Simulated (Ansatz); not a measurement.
Input and output for Sn19H28, a nanocrystal cut from cubic tin.

```yaml
crystal:
  periodic: [false, false, false]
  atoms:
    - {symbol: Sn, position_ang: [-4.189662, -0.929560, -2.334070]}
    - {symbol: Sn, position_ang: [-4.194022, 2.327150, 0.920504]}
    - {symbol: Sn, position_ang: [-0.924371, -4.195186, -2.328413]}
    - {symbol: Sn, position_ang: [-0.878315, -0.879181, 0.872609]}
    - {symbol: Sn, position_ang: [2.328437, -4.192216, 0.927351]}
    - {symbol: Sn, position_ang: [2.352942, -0.900155, -2.353309]}
    - {symbol: Sn, position_ang: [2.326690, -0.925796, 4.190480]}
    - {symbol: Sn, position_ang: [-0.898325, 2.349150, -2.354558]}
    - {symbol: Sn, position_ang: [2.348967, 2.349573, 0.897120]}
    - {symbol: Sn, position_ang: [-0.932026, 2.324043, 4.188561]}
    - {symbol: Sn, position_ang: [-2.703280, -2.711326, -3.926247]}
    - {symbol: Sn, position_ang: [-2.551893, 0.732052, -0.738110]}
    - {symbol: Sn, position_ang: [-2.709317, 3.921145, 2.702041]}
    - {symbol: Sn, position_ang: [0.783769, 0.780523, -3.986171]}
    - {symbol: Sn, position_ang: [0.735825, -2.552507, -0.735775]}
    - {symbol: Sn, position_ang: [0.730663, 0.731608, 2.548173]}
    - {symbol: Sn, position_ang: [3.923342, -2.704996, 2.705704]}
    - {symbol: Sn, position_ang: [3.983286, 0.783668, -0.784958]}
    - {symbol: Sn, position_ang: [0.783543, 3.981917, -0.787055]}
    - {symbol: H, position_ang: [-5.232899, 0.049703, -3.321931]}
    - {symbol: H, position_ang: [-5.217695, -1.851619, -1.278249]}
    - {symbol: H, position_ang: [-5.223697, 1.269999, 1.839347]}
    - {symbol: H, position_ang: [-5.235599, 3.313606, -0.061992]}
    - {symbol: H, position_ang: [-1.849433, -5.218089, -1.270317]}
    - {symbol: H, position_ang: [0.054297, -5.243391, -3.311580]}
    - {symbol: H, position_ang: [-1.885829, -1.889084, 1.879680]}
    - {symbol: H, position_ang: [1.269373, -5.216515, 1.849850]}
    - {symbol: H, position_ang: [3.312590, -5.238877, -0.052036]}
    - {symbol: H, position_ang: [3.359422, -1.910296, -3.357516]}
    - {symbol: H, position_ang: [1.271619, -1.849048, 5.218285]}
    - {symbol: H, position_ang: [3.312168, 0.055641, 5.233966]}
    - {symbol: H, position_ang: [-1.908127, 3.353785, -3.360898]}
    - {symbol: H, position_ang: [3.352896, 3.354706, 1.908759]}
    - {symbol: H, position_ang: [-1.855087, 1.265332, 5.212897]}
    - {symbol: H, position_ang: [0.045755, 3.309425, 5.235512]}
    - {symbol: H, position_ang: [-3.769731, -3.777434, -4.791546]}
    - {symbol: H, position_ang: [-1.802160, -1.812237, -5.103923]}
    - {symbol: H, position_ang: [-3.775218, 4.788735, 3.766747]}
    - {symbol: H, position_ang: [-1.807373, 5.096925, 1.801178]}
    - {symbol: H, position_ang: [-0.137123, -0.144536, -5.130282]}
    - {symbol: H, position_ang: [1.835009, 1.830923, -4.890350]}
    - {symbol: H, position_ang: [5.098360, -1.803783, 1.803133]}
    - {symbol: H, position_ang: [4.792241, -3.769153, 3.771105]}
    - {symbol: H, position_ang: [5.130654, -0.136122, 0.136951]}
    - {symbol: H, position_ang: [4.883340, 1.837137, -1.836803]}
    - {symbol: H, position_ang: [-0.140288, 5.127529, 0.132925]}
    - {symbol: H, position_ang: [1.836184, 4.883928, -1.838089]}
basis:
  gaussian: {orbitals: def2-SVP, fitting: {mean_field: def2-universal-jkfit}}
hamiltonian: {xc: {name: wPBEh}}
scf: {omitted_lower_state_checks: [starts]}
output: {forces: true}
```

```sh
$ ansatz run in.yaml --threads 5 --pin off --events-out ev --progress --plain --max-ram 66560MiB --backend cuda --devices 0, --max-vram 37GiB
```

Shortened log:

```
Functional definition: wPBEh
4646 factors; integrals over basis functions are off by at most 3.4e-1 eV
4646 factors; integrals over basis functions are off by at most 1.8e-7 eV
mean field evaluation 1: about -111262.7878 eV, gradient 2.8e1 eV
mean field evaluation 2: about -111261.6499 eV, gradient 3.2e1 eV
mean field evaluation 4: about -111265.3674 eV, gradient 3.2e0 eV
mean field evaluation 8: about -111265.3965 eV, gradient 4.6e-1 eV
mean field evaluation 16: about -111265.3974 eV, gradient 3.0e-5 eV
mean field -111265.39740721 eV, -4088.9279363197 hartree, gradient 3.0e-5 eV, S^2 0.000000; 0 other end points of the search recorded, 0 dependent functions left out
reference -111265.39753685 eV, -4088.9279410839 hartree; 223, 223 occupied and 411, 411 virtual orbitals, 4646 factors
Total energy: -111265.39753685 eV, -4088.9279410839 hartree
Atom 0 force    -0.154712    -0.009232    -0.016232 eV/Å
Atom 1 force    -0.154725     0.013531     0.006138 eV/Å
Atom 2 force    -0.010535    -0.152941    -0.016046 eV/Å
Atom 3 force    -0.071789    -0.075855     0.074360 eV/Å
Atom 4 force     0.013139    -0.154084     0.006877 eV/Å
Atom 5 force     0.100024    -0.051361    -0.098864 eV/Å
Atom 6 force     0.016068    -0.010201     0.153657 eV/Å
Atom 7 force    -0.052407     0.098912    -0.101812 eV/Å
Atom 8 force     0.099839     0.099780     0.053287 eV/Å
Atom 9 force    -0.007961     0.015731     0.153939 eV/Å
Atom 10 force    -0.037646    -0.038733    -0.117549 eV/Å
Atom 11 force    -0.048896     0.002835    -0.002553 eV/Å
Atom 12 force    -0.039841     0.115853     0.038821 eV/Å
Atom 13 force     0.031082     0.026094    -0.148526 eV/Å
Atom 14 force     0.001356    -0.049889    -0.002886 eV/Å
Atom 15 force     0.002960     0.003675     0.050635 eV/Å
Atom 16 force     0.118448    -0.038427     0.038389 eV/Å
Atom 17 force     0.147146     0.029674    -0.030378 eV/Å
Atom 18 force     0.028544     0.148055    -0.030039 eV/Å
Atom 19 force     0.116848    -0.102341     0.101433 eV/Å
Atom 20 force     0.110375     0.096484    -0.108912 eV/Å
Atom 21 force     0.112124     0.111200    -0.094963 eV/Å
Atom 22 force     0.116942    -0.101128     0.103288 eV/Å
Atom 23 force     0.096890     0.109160    -0.108394 eV/Å
Atom 24 force    -0.102282     0.118070     0.100760 eV/Å
Atom 25 force     0.106300     0.108101    -0.106625 eV/Å
Atom 26 force     0.110492     0.110077    -0.095564 eV/Å
Atom 27 force    -0.100374     0.117662     0.103701 eV/Å
Atom 28 force    -0.107875     0.112039     0.107219 eV/Å
Atom 29 force     0.109320     0.096822    -0.111216 eV/Å
Atom 30 force    -0.101749    -0.102436    -0.117441 eV/Å
Atom 31 force     0.111548    -0.107023     0.107457 eV/Å
Atom 32 force    -0.106607    -0.106717    -0.111719 eV/Å
Atom 33 force     0.095924     0.111302    -0.111577 eV/Å
Atom 34 force    -0.101882    -0.101528    -0.117166 eV/Å
Atom 35 force     0.112750     0.112064     0.100925 eV/Å
Atom 36 force    -0.107484    -0.106865     0.122404 eV/Å
Atom 37 force     0.112071    -0.101071    -0.112222 eV/Å
Atom 38 force    -0.107006    -0.123588     0.107766 eV/Å
Atom 39 force     0.105921     0.108527     0.122650 eV/Å
Atom 40 force    -0.112801    -0.111934     0.096625 eV/Å
Atom 41 force    -0.123100    -0.107063     0.107503 eV/Å
Atom 42 force    -0.101725     0.111965    -0.111892 eV/Å
Atom 43 force    -0.122056     0.106113    -0.106674 eV/Å
Atom 44 force    -0.096016    -0.113164     0.113295 eV/Å
Atom 45 force     0.107121    -0.120876    -0.105210 eV/Å
Atom 46 force    -0.113761    -0.097272     0.113333 eV/Å
Dipole moment:     0.013911     0.015339    -0.010938 e Å
Checks for a lower state left out: starts
```

Run time 30 s (5 threads of AMD EPYC 7R13 on a shared host and a share (37 GiB) of an NVIDIA H100 80GB HBM3), peak host memory 4.5 GiB.

In the def2 sets Sn takes a core potential; there is no spin–orbit coupling.
